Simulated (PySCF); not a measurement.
Task: Write Cartesian coordinates for `CC[SiH2][SiH2]N` as optimised with PBE0-D3(BJ)/def2-SVP.

Result: 
```xyz
16
C2H11NSi2 angstrom
C     -1.863    0.617   -0.032
C     -1.387   -0.378    1.021
Si     0.053   -1.465    0.445
Si     1.762   -0.086   -0.392
N      1.778    1.356    0.589
H     -1.066    1.338   -0.274
H     -2.157    0.115   -0.968
H     -2.734    1.194    0.318
H     -1.053    0.157    1.927
H     -2.209   -1.040    1.346
H      0.554   -2.305    1.582
H     -0.394   -2.401   -0.639
H      1.451    0.340   -1.794
H      3.061   -0.844   -0.471
H      1.818    1.251    1.597
H      2.354    2.141    0.300
```

Orientation and origin are arbitrary. Atoms count from 1 in this order. Si4 (SiH2 silicon) is distorted tetrahedral (angles from 105.9° to 116.0°). N5 (silicon-bound nitrogen) is pyramidal (angles 119.0°, 118.3° and 109.9°, sum 347.2°, 0.25 Å off the plane of its three neighbours). Si3 (SiH2 silicon) is tetrahedral (angles from 107.3° to 110.8°). Of the pairs four or more bonds apart, Si4···H6 is among the closest relative to their van der Waals radii: 3.17 Å, 96 % of the sum of Bondi's values.

Bonds between heavy atoms (Å): C1–C2 1.526, C2–Si3 1.894, Si3–Si4 2.351, Si4–N5 1.744.

The calculation used PBE0-D3(BJ)/def2-SVP geometry optimisation, gas phase (PySCF 2.14.0).

Point group: C1 (no symmetry element, even within 0.4 Å). Not checked by PBE0-D3(BJ)/def2-SVP frequencies. The numbers are those of one conformer (C1–C2–Si3–Si4 52°, C2–Si3–Si4–N5 36°, Si3–Si4–N5–H 52° and -171°).
